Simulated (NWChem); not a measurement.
Species: WH4F2; SMILES [F][WH4][F]

Results from NWChem. Medium grid unless said otherwise, to which SCAN and Minnesota functionals are sensitive. The geometry was optimised at PBE0/def2-SVP. def2 effective core potentials on W; no spin-orbit coupling. Total energies of different functionals are on different scales.

```tsv
level	energy (Ha)	highest occupied level (eV)	orbital gap (eV)	dipole (D)
B3LYP/def2-SVP	-269.0311	-7.94	4.30	0.25
B97-2/def2-SVP	-269.0075	-7.93	4.39	0.30
M06-2X/def2-SVP	-268.7823	[?]	[?]	[?]
MN15/def2-SVP	-268.7300	-8.84	5.97	0.25
```

**Question.** Complete the blanks.

**Answer.** 
- M06-2X/def2-SVP, highest occupied level (eV): -9.56
- M06-2X/def2-SVP, orbital gap (eV): 7.00
- M06-2X/def2-SVP, dipole (D): 0.40
